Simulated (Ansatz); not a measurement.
Geometry optimisation, Ansatz 0.2.0, RKS PBE0/def2-SVP.

input.yaml

```yaml
crystal:
  periodic: [false, false, false]
  atoms:
    - { symbol: B, position_ang: [0.2445, 1.7716, -0.3548] }
    - { symbol: C, position_ang: [0.0411, 0.3074, 0.0129] }
    - { symbol: Si, position_ang: [0.2965, -0.2341, 1.7349] }
    - { symbol: C, position_ang: [-0.209, -0.5545, -0.8983] }
    - { symbol: C, position_ang: [-0.6088, -1.4482, -1.8194] }
    - { symbol: H, position_ang: [0.4931, 2.6275, 0.4541] }
    - { symbol: H, position_ang: [0.7519, -0.17145, -1.24188] }
    - { symbol: H, position_ang: [0.1664, -1.6718, 1.848] }
    - { symbol: H, position_ang: [-0.6123, 0.4718, 2.6804] }
    - { symbol: H, position_ang: [1.7079, 0.0983, 2.1684] }
    - { symbol: H, position_ang: [-0.789, -1.1248, -2.8011] }
    - { symbol: H, position_ang: [-0.6953, -2.4755, -1.5167] }
basis:
  gaussian: { orbitals: def2-SVP }
hamiltonian:
  xc: pbe0
relax:
  f_tol: 0.02
  max_steps: 50
output:
  orbitals: {}
```

Command:

```bash
$ ansatz run input.yaml --threads 2 --pin off --max-ram 3072MiB --backend cpu --events-out ev --progress --plain --runs-dir out
```

Q: Where does it end, and by what steps?

A: The run converged. After 18 steps the energy has fallen by 6.680 eV; H7 moved furthest, 1.45 Å.

```json
{"step": "0", "energy less start (eV)": "0.0000", "largest force component (eV/Å)": "6.528", "accepted": "yes"}
{"step": "1", "energy less start (eV)": "-2.2186", "largest force component (eV/Å)": "4.794", "accepted": "yes"}
{"step": "2", "energy less start (eV)": "-3.8302", "largest force component (eV/Å)": "3.103", "accepted": "yes"}
{"step": "3", "energy less start (eV)": "-4.9387", "largest force component (eV/Å)": "2.456", "accepted": "yes"}
{"step": "4", "energy less start (eV)": "-5.6676", "largest force component (eV/Å)": "1.384", "accepted": "yes"}
{"step": "5", "energy less start (eV)": "-6.0482", "largest force component (eV/Å)": "0.863", "accepted": "yes"}
{"step": "6", "energy less start (eV)": "-6.2592", "largest force component (eV/Å)": "0.348", "accepted": "yes"}
{"step": "7", "energy less start (eV)": "-6.3771", "largest force component (eV/Å)": "0.314", "accepted": "yes"}
{"step": "8", "energy less start (eV)": "-6.4407", "largest force component (eV/Å)": "0.400", "accepted": "yes"}
{"step": "9", "energy less start (eV)": "-6.4894", "largest force component (eV/Å)": "0.345", "accepted": "yes"}
{"step": "10", "energy less start (eV)": "-6.5418", "largest force component (eV/Å)": "0.399", "accepted": "yes"}
{"step": "11", "energy less start (eV)": "-6.5948", "largest force component (eV/Å)": "0.325", "accepted": "yes"}
{"step": "12", "energy less start (eV)": "-6.6496", "largest force component (eV/Å)": "0.150", "accepted": "yes"}
{"step": "13", "energy less start (eV)": "-6.6612", "largest force component (eV/Å)": "0.434", "accepted": "yes"}
{"step": "14", "energy less start (eV)": "-6.6741", "largest force component (eV/Å)": "0.130", "accepted": "yes"}
{"step": "15", "energy less start (eV)": "-6.6791", "largest force component (eV/Å)": "0.062", "accepted": "yes"}
{"step": "16", "energy less start (eV)": "-6.6796", "largest force component (eV/Å)": "0.083", "accepted": "yes"}
{"step": "17", "energy less start (eV)": "-6.6799", "largest force component (eV/Å)": "0.037", "accepted": "yes"}
{"step": "18", "energy less start (eV)": "-6.6799", "largest force component (eV/Å)": "0.017", "accepted": "yes"}
```

```xyz
12
Properties=species:S:1:pos:R:3
B 0.121 1.793 0.362
C 0.068 0.513 -0.153
Si 0.149 -0.327 1.531
C -0.017 -0.231 -1.397
C -0.045 -1.566 -1.525
H 0.169 2.861 0.880
H -0.062 0.378 -2.307
H -1.073 -1.140 1.818
H 0.228 0.775 2.549
H 1.364 -1.186 1.679
H -0.110 -2.035 -2.509
H -0.005 -2.238 -0.660
```

The run took 22 s on 2 threads of AMD EPYC 9R45 96-Core Processor (Zen 5), with other jobs on the host, peak memory 0.25 GiB.
